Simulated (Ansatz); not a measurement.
Species: Si2H2, charge 0, multiplicity 1. 
Geometry from a B3LYP-D3(BJ)/def2-TZVP (Ansatz, a quantum-chemistry and plane-wave program) optimisation:
```xyz
4

Si    -0.9487     0.0742     0.1950
Si     1.1997    -0.0938    -0.2466
H     -1.7230     1.3334     0.0715
H     -1.7910    -1.0587     0.6507
```

Computed values are from Ansatz. Cores are frozen in the correlated levels unless marked. UHF or UKS for open shells. No spin-orbit coupling. Non-relativistic. Basis-set limits of correlation are two-point, X^-3; Hartree-Fock from the larger set.

```json
{
  "atomisation energy De": "221.3 kcal/mol at CCSD(T)/CBS(aug-cc-pV(T+d)Z,aug-cc-pV(Q+d)Z)",
  "vertical_triplet_singlet_gap": "0.48 eV at CCSD(T)/CBS(def2-TZVPPD,def2-QZVPPD)",
  "total_energy": "-579.2316 Eh at CCSD(T)/CBS(aug-cc-pV(T+d)Z,aug-cc-pV(Q+d)Z)",
  "dipole_moment": "0.07 D at CCSD(T)/aug-cc-pV(D+d)Z",
  "T1 diagnostic": "0.021 at CCSD/aug-cc-pV(Q+d)Z"
}
```

The Hartree-Fock reference is unstable (checked in the largest basis), which strains HF and MP2.
